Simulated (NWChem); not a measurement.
System meant: CHF₂NOSi; SMILES F[SiH](F)OC#N

Input file for NWChem:

```
start job
memory heap 200 mb stack 900 mb global 1100 mb
geometry units angstroms noautoz
  N      0.233126    -2.952897    -0.124425
  C     -0.110857    -1.865207     0.086140
  O     -0.519287    -0.675493     0.336570
  Si    -0.006682     0.779595    -0.329765
  F      1.423905     1.127773     0.284286
  F     -1.074402     1.836569     0.198238
  H      0.043961     0.709524    -1.792285
end
basis spherical
  N library def2-svp
  C library def2-svp
  O library def2-svp
  Si library def2-svp
  F library def2-svp
  H library def2-svp
end
dft
  odft
  mult 2
  xc b3lyp
  iterations 150
  mulliken
end
task dft energy
```

End of the output:

```
 Summary of "ao basis" -> "" (spherical)
 ------------------------------------------------------------------------------
       Tag                 Description            Shells   Functions and Types
 ---------------- ------------------------------  ------  ---------------------
 N                          def2-svp                 6       14   3s2p1d
 C                          def2-svp                 6       14   3s2p1d
 O                          def2-svp                 6       14   3s2p1d
 Si                         def2-svp                 8       18   4s3p1d
 F                          def2-svp                 6       14   3s2p1d
 H                          def2-svp                 3        5   2s1p

                                 NWChem DFT Module
                                 -----------------

 Summary of "ao basis" -> "ao basis" (spherical)
 ------------------------------------------------------------------------------
       Tag                 Description            Shells   Functions and Types
 ---------------- ------------------------------  ------  ---------------------
 N                          def2-svp                 6       14   3s2p1d
 C                          def2-svp                 6       14   3s2p1d
 O                          def2-svp                 6       14   3s2p1d
 Si                         def2-svp                 8       18   4s3p1d
 F                          def2-svp                 6       14   3s2p1d
 H                          def2-svp                 3        5   2s1p

  number of electrons :                   54
  multiplicity        :                    2
 ------------------------------------------------------------------------
  no. of electrons and multiplicity not compatible                  54
 ------------------------------------------------------------------------
 ------------------------------------------------------------------------
  current input line :
    27: task dft energy
 ------------------------------------------------------------------------
 ------------------------------------------------------------------------
 There is an error in the input file
 ------------------------------------------------------------------------
 For more information see the NWChem manual at https://nwchemgit.github.io

0: no. of electrons and multiplicity not compatible:Received an Error in Communication
```

**Question.** What is wrong, and how is it mended?

**Answer.** The program refused the input. Cause: the multiplicity doesn't fit the number of electrons (an even count wants an odd multiplicity, and the reverse). This input runs:
```
start job
memory heap 200 mb stack 900 mb global 1100 mb
geometry units angstroms noautoz
  N      0.233126    -2.952897    -0.124425
  C     -0.110857    -1.865207     0.086140
  O     -0.519287    -0.675493     0.336570
  Si    -0.006682     0.779595    -0.329765
  F      1.423905     1.127773     0.284286
  F     -1.074402     1.836569     0.198238
  H      0.043961     0.709524    -1.792285
end
basis spherical
  * library def2-svp
end
dft
  xc b3lyp
  iterations 150
  mulliken
end
task dft energy
```
It converges to -657.62138 Ha (B3LYP/def2-SVP).
